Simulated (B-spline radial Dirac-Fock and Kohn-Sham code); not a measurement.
## Elastic and transport cross sections of gallium for electrons

Calculated with a radial atomic solver, using relativistic (Dirac) partial waves in the static field of the Dirac-Fock atom with Furness-McCarthy exchange, without polarisation or absorption potentials. σ_tr1 and σ_tr2 weight the cross section with 1 − P₁ and 1 − P₂ of cos θ; "backward" is the share scattered beyond 90°.

| energy (eV) | σ (a₀²) | σ_tr1 (a₀²) | σ_tr2 (a₀²) | σ/σ_tr1 | backward (%) |
| --- | --- | --- | --- | --- | --- |
| 20000 | 0.851 | 0.0135 | 0.0310 | 63.1 | 0.21 |
| 28700 | 0.644 | 0.00734 | 0.0174 | 87.7 | 0.13 |
| 30000 | 0.622 | 0.00681 | 0.0162 | 91.4 | 0.12 |
| 35400 | 0.547 | 0.00514 | 0.0123 | 106 | 0.098 |
| 37400 | 0.524 | 0.00468 | 0.0113 | 112 | 0.092 |
| 49400 | 0.422 | 0.00291 | 0.00714 | 145 | 0.064 |
| 50000 | 0.418 | 0.00285 | 0.00700 | 147 | 0.063 |
| 51200 | 0.410 | 0.00274 | 0.00673 | 150 | 0.061 |
| 64700 | 0.343 | 0.00184 | 0.00458 | 187 | 0.046 |
| 70000 | 0.323 | 0.00161 | 0.00402 | 201 | 0.041 |
| 86600 | ? | ? | ? | ? | ? |
| 100000 | 0.249 | 0.000878 | 0.00224 | 283 | 0.026 |
| 113000 | 0.228 | 0.000715 | 0.00183 | 319 | 0.022 |
| 155000 | 0.185 | 0.000423 | 0.00110 | 438 | 0.014 |
| 200000 | 0.159 | 0.000279 | 0.000733 | 569 | 0.0099 |
| 300000 | 0.128 | 0.000146 | 0.000390 | 878 | 0.0054 |

Q: Fill in the row for 86.6 keV.

A: σ = 0.276 a₀², σ_tr1 = 0.00112 a₀², σ_tr2 = 0.00283 a₀², σ/σ_tr1 = 246, backward 0.031 %. The ratio σ/σ_tr1 is roughly the number of elastic collisions that randomise the direction.
